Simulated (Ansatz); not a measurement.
Harmonic frequencies (cm⁻¹) at PBE0-D4/def2-TZVP from Ansatz: 226, 482, 484, 682, 737, 1547, 1815, 3592, 3708.

Q: Which molecule is it?
A. `[F][Ge]([SH])[Cl]`•
B. `N#[C][GeH][F]`•
C. `[NH2][GaH]`•
D. `N#[C][GeH2]`•

A: C.
